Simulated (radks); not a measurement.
Question: Ti20+, configuration [He] (the NIST ground configuration). Method: non-relativistic Kohn-Sham, BLYP, spin-polarised, spherical densities, point nucleus; computed with a radial shooting solver on a logarithmic mesh with Libxc functionals. Some entries of the table are withheld. Estimate them.

orbital  occ.  eigenvalue (eV)  r(max) (bohr)  <1/r> (bohr^-1)
1s          2              (1)            (2)            21.68
2s          0              (3)         0.2541            5.091
2p          0              (4)         0.1973              (5)

Answer: 
(1) 1s eigenvalue (eV): -6080.398
(2) 1s r(max) (bohr): 0.04595
(3) 2s eigenvalue (eV): -1486.281
(4) 2p eigenvalue (eV): -1440.865
(5) 2p <1/r> (bohr^-1): 5.051
